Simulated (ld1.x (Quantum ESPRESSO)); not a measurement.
# aluminium (Al): excitation energies, all-electron against RRKJ

aluminium, norm-conserving RRKJ (Kleinman–Bylander form), made with ld1.x (Quantum ESPRESSO) 7.5 (LDA (PZ), scalar-relativistic). Core [Ne], reference 3s2 3p0.75 (charge +0.25). Waves: 3p (bound): rc 1.65 bohr; 3s (bound): rc 1.50 bohr. Local part: the s channel. Core correction: none.

Energies are relative to the spin-unpolarised reference configuration 3s2 3p0.75; without spin polarisation the order of configurations can differ from experiment. Spin-polarised rows fill each open shell by Hund’s rule, majority spin first.

Task: Give the all-electron excitation energy and the error of the potential for: 3s2 3p1; 3s2 3p0; 3s1 3p0; 3s1 3p1; 3s2 3p1.3; 3s0 3p3; 3s1 3p2; 3s2 3p0.75 (spin-polarised); 3s2 3p1 (spin-polarised).

Result:

| valence configuration | charge | ΔE all-electron (eV) | error AE − PS (meV) |
| --- | --- | --- | --- |
| 3s2 3p1 | 0 | -0.875 | +0.2 |
| 3s2 3p0 | +1 | 4.972 | +2.6 |
| 3s1 3p0 | +2 | 24.349 | +83 |
| 3s1 3p1 | +1 | 10.791 | +22 |
| 3s2 3p1.3 | -0.3 | -1.473 | +0.6 |
| 3s0 3p3 | 0 | 9.630 | +37 |
| 3s1 3p2 | 0 | 4.280 | +7.6 |
| 3s2 3p0.75 (spin-polarised) | +0.25 | -0.085 | +4.4 |
| 3s2 3p1 (spin-polarised) | 0 | -1.011 | +6.6 |
